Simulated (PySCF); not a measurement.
## Arsenic: highly charged ions in a basis for the neutral atom

As(18+) [Ne] 3s2 3p3, As(19+) [Ne] 3s2 3p2. All numbers are calculated (PySCF 2.14, the spin-free X2C one-electron Hamiltonian (Gaussian nucleus), in cc-pVTZ-DK (6s5p3d1f, 43 functions)). No spin-orbit coupling, so a gap to NIST mixes the basis error with missing relativistic terms.

Changed run: basis of the neutral atom used for a highly charged ion. This setting is unsound on purpose.

| species | method | sound run (hartree) | changed run (hartree) | converged |
| --- | --- | --- | --- | --- |
| As(18+) | UHF | not run | -2079.15317 | yes |
| As(18+) | TPSS | not run | -2079.89443 | yes |
| As(18+) | MN15 | not run | -2081.17375 | yes |
| As(19+) | UHF | not run | -2052.62533 | yes |
| As(19+) | TPSS | not run | -2053.33364 | yes |
| As(19+) | MN15 | not run | -2054.57645 | yes |

Ionisation energy of As(18+):

```
method  changed run (eV)    NIST (eV)
   UHF            721.86  728.9 ± 2.2
  TPSS            722.76  728.9 ± 2.2
  MN15            723.75  728.9 ± 2.2
```

The contracted functions were made for the neutral atom and can be too rigid for a highly charged ion.
